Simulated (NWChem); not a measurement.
C2H4I, doublet; SMILES C[CH]I

def2 effective core potentials on I; no spin-orbit coupling.

### Question
Give the equilibrium geometry at PBE0/def2-SVP with def2 effective core potentials on I, spin-unrestricted (NWChem) as an XYZ file, with the point group.

### Answer
point group C1; any orientation.
```
7

C     -0.3575     2.4643    -0.0144
C      0.6122     1.3479     0.0305
I     -0.0183    -0.6216    -0.0711
H      0.1365     3.4011     0.2898
H     -0.7680     2.6246    -1.0308
H     -1.2171     2.2940     0.6533
H      1.6779     1.4819    -0.1675
```
